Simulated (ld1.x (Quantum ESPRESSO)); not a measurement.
Logarithmic derivatives: ruthenium (Ru), PAW

Ru, PAW, made with ld1.x (Quantum ESPRESSO) 7.5 (PBE, fully relativistic). Core [Ar] 3d10, reference 4s2 4p6 4d7 5s0.5 5p0 (charge +0.5). Waves: 4s (bound): rcut 1.30, rcutus 1.40 bohr; 5s (bound): rcut 1.30, rcutus 1.40 bohr; 4p (bound): rcut 1.80, rcutus 2.00 bohr; 5p (bound, empty): rcut 1.80, rcutus 2.00 bohr; 4d (bound): rcut 1.80, rcutus 2.35 bohr; 4d channel at 1.3 Ry: rcut 1.80, rcutus 2.35 bohr. Local part: all-electron potential smoothed inside 2.05 bohr (lloc = -1). Core correction: a·sin(br)/r model core, default radius (ld1.x builds one for every PAW set, though the input has nlcc=.false.). Augmentation charge: BESSEL, radius 1.05 bohr.

Open shells are filled in proportion to 2j + 1 (rel_dist='average').

The phase is arctan(r·u′/u) with u = r·R(r), unwrapped; energies in Ry, scanned from -8 to 5 Ry. A pole is an energy at which the radial function vanishes at the test radius. The pseudo phase is shifted by a multiple of π to meet the all-electron one at the reference energy, and phase errors are pseudo minus all-electron; the curves can meet again beyond the range given. Levels narrower than the energy grid can be missing from the lists of poles.

| channel | radius (bohr) | reference energy (Ry) | poles, all-electron | poles, pseudo | unbroken range about the reference energy with phases within 0.05 rad | phase error 1 Ry above the reference energy (rad) |
| --- | --- | --- | --- | --- | --- | --- |
| s | 2.55 | -0.53 | -5.84, 2.34 | -5.84, 2.32 | the whole range | -0.001 |
| p1/2 | 2.55 | -0.26 | -3.78, 3.51 | -3.78, 3.10 | below 3.6 | -0.015 |
| p3/2 | 2.55 | -0.24 | -3.52, 3.71 | -3.52, 3.21 | below 3.5 | -0.018 |
| d3/2 | 2.55 | -0.66 | -0.25 | -0.25, 4.86 | below 2.2 | -0.001 |
| d5/2 | 2.55 | -0.63 | -0.21 | -0.21, 4.88 | below 2.2 | -0.001 |

The ghost test of this file was not conclusive.

Phases in the p3/2 channel:

```json
{"E (Ry)": "-8.00", "all-electron": "1.422", "pseudo": "1.422"}
{"E (Ry)": "-7.76", "all-electron": "1.419", "pseudo": "1.419"}
{"E (Ry)": "-7.52", "all-electron": "1.417", "pseudo": "1.416"}
{"E (Ry)": "-7.28", "all-electron": "1.413", "pseudo": "1.413"}
{"E (Ry)": "-7.04", "all-electron": "1.410", "pseudo": "1.410"}
{"E (Ry)": "-6.80", "all-electron": "1.407", "pseudo": "1.406"}
{"E (Ry)": "-6.56", "all-electron": "1.403", "pseudo": "1.403"}
{"E (Ry)": "-6.32", "all-electron": "1.399", "pseudo": "1.398"}
{"E (Ry)": "-6.08", "all-electron": "1.394", "pseudo": "1.394"}
{"E (Ry)": "-5.84", "all-electron": "1.389", "pseudo": "1.389"}
{"E (Ry)": "-5.60", "all-electron": "1.383", "pseudo": "1.383"}
{"E (Ry)": "-5.36", "all-electron": "1.377", "pseudo": "1.377"}
{"E (Ry)": "-5.12", "all-electron": "1.370", "pseudo": "1.369"}
{"E (Ry)": "-4.88", "all-electron": "1.361", "pseudo": "1.360"}
{"E (Ry)": "-4.64", "all-electron": "1.349", "pseudo": "1.349"}
{"E (Ry)": "-4.40", "all-electron": "1.334", "pseudo": "1.333"}
{"E (Ry)": "-4.16", "all-electron": "1.308", "pseudo": "1.307"}
{"E (Ry)": "-3.92", "all-electron": "1.244", "pseudo": "1.244"}
{"E (Ry)": "-3.68", "all-electron": "0.397", "pseudo": "0.395"}
{"E (Ry)": "-3.44", "all-electron": "-1.652", "pseudo": "-1.652"}
{"E (Ry)": "-3.20", "all-electron": "-1.735", "pseudo": "-1.736"}
{"E (Ry)": "-2.96", "all-electron": "-1.769", "pseudo": "-1.769"}
{"E (Ry)": "-2.72", "all-electron": "-1.792", "pseudo": "-1.792"}
{"E (Ry)": "-2.48", "all-electron": "-1.811", "pseudo": "-1.812"}
{"E (Ry)": "-2.24", "all-electron": "-1.831", "pseudo": "-1.832"}
{"E (Ry)": "-2.00", "all-electron": "-1.852", "pseudo": "-1.853"}
{"E (Ry)": "-1.76", "all-electron": "-1.875", "pseudo": "-1.876"}
{"E (Ry)": "-1.52", "all-electron": "-1.903", "pseudo": "-1.903"}
{"E (Ry)": "-1.28", "all-electron": "-1.936", "pseudo": "-1.936"}
{"E (Ry)": "-1.04", "all-electron": "-1.977", "pseudo": "-1.977"}
{"E (Ry)": "-0.80", "all-electron": "-2.030", "pseudo": "-2.030"}
{"E (Ry)": "-0.56", "all-electron": "-2.102", "pseudo": "-2.102"}
{"E (Ry)": "-0.32", "all-electron": "-2.204", "pseudo": "-2.204"}
{"E (Ry)": "-0.08", "all-electron": "-2.357", "pseudo": "-2.357"}
{"E (Ry)": "0.16", "all-electron": "-2.598", "pseudo": "-2.599"}
{"E (Ry)": "0.40", "all-electron": "-2.970", "pseudo": "-2.976"}
{"E (Ry)": "0.64", "all-electron": "-3.436", "pseudo": "-3.451"}
{"E (Ry)": "0.88", "all-electron": "-3.839", "pseudo": "-3.858"}
{"E (Ry)": "1.12", "all-electron": "-4.107", "pseudo": "-4.127"}
{"E (Ry)": "1.36", "all-electron": "-4.277", "pseudo": "-4.297"}
{"E (Ry)": "1.60", "all-electron": "-4.388", "pseudo": "-4.409"}
{"E (Ry)": "1.84", "all-electron": "-4.467", "pseudo": "-4.488"}
{"E (Ry)": "2.08", "all-electron": "-4.524", "pseudo": "-4.547"}
{"E (Ry)": "2.32", "all-electron": "-4.568", "pseudo": "-4.593"}
{"E (Ry)": "2.56", "all-electron": "-4.604", "pseudo": "-4.631"}
{"E (Ry)": "2.80", "all-electron": "-4.633", "pseudo": "-4.664"}
{"E (Ry)": "3.04", "all-electron": "-4.657", "pseudo": "-4.693"}
{"E (Ry)": "3.28", "all-electron": "-4.679", "pseudo": "-4.720"}
{"E (Ry)": "3.52", "all-electron": "-4.698", "pseudo": "-4.747"}
{"E (Ry)": "3.76", "all-electron": "-4.716", "pseudo": "-4.775"}
{"E (Ry)": "4.00", "all-electron": "-4.732", "pseudo": "-4.805"}
{"E (Ry)": "4.24", "all-electron": "-4.748", "pseudo": "-4.840"}
{"E (Ry)": "4.48", "all-electron": "-4.763", "pseudo": "-4.884"}
{"E (Ry)": "4.72", "all-electron": "-4.779", "pseudo": "-4.943"}
{"E (Ry)": "4.96", "all-electron": "-4.794", "pseudo": "-5.034"}
```
